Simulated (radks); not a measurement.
Coherent X-ray form factor from a spherical all-electron density. Calculated with a radial shooting solver on a logarithmic mesh with Libxc functionals: Dirac Kohn-Sham, exchange-only PBE, spin-unpolarised, spherical densities, finite nucleus; Fermi nuclear charge, rms radius of each element as measured or else 0.836 A^(1/3) + 0.57 fm.

sin(theta)/lambda (1/angstrom)  f0 (electrons)
0.05                                    52.750
0.1                                     52.015
0.15                                    50.837
0.2                                     49.282
0.25                                    47.428
0.3                                     45.363
0.4                                     40.918
0.5                                     36.492
0.6                                     32.424
0.8                                     25.867
1                                       21.362
1.25                                    17.811
1.5                                     15.496
2                                       11.902

The species is in the configuration that NIST lists as its ground one. Which atom or ion scatters so?

Answer. The terbium ion Tb12+, [Kr] 4d10 4f5 5s2. Extrapolating in s^2 from the first two rows gives f0(0) = 53.0, near the electron count 53; among species with that count, the fall with angle is slower the higher Z, and the table is that of Z = 65; from so few rows the species is fixed only to a neighbour or two.
